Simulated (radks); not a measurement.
La I, configuration [Xe] 5d1 6s2.

Method: scalar-relativistic Kohn-Sham, BP86, spin-unpolarised, spherical densities, finite nucleus; Fermi nuclear charge, rms radius 4.855 fm; computed with a radial shooting solver on a logarithmic mesh with Libxc functionals.

Energy parts (eV):
total: -231140.84
kinetic: 244471.35
electron-nucleus: -559307.41
Hartree: 89258.50
exchange-correlation: -5563.28

Orbitals (lengths in bohr, moments of r in powers of bohr; r(90%) holds 90 % of the orbital's charge):
orbital	occ.	eigenvalue (eV)	<r>	r(90%)
1s	2	-38754.75	0.02507	0.0452
2s	2	-6169.463	0.1074	0.166
2p	6	-5529.883	0.09424	0.153
3s	2	-1319.691	0.2852	0.419
3p	6	-1115.412	0.2832	0.424
3d	10	-821.7453	0.2600	0.407
4s	2	-266.5138	0.6542	0.939
4p	6	-200.0794	0.6931	1.01
4d	10	-103.9363	0.7676	1.15
5s	2	-39.0239	1.556	2.23
5p	6	-22.4799	1.805	2.63
5d	1	-3.2033	3.001	4.79
6s	2	-3.8105	4.394	6.43

The highest occupied level is 5d at -3.203 eV. The density falls to 0.001 e/bohr^3 at r = 5.48 bohr.
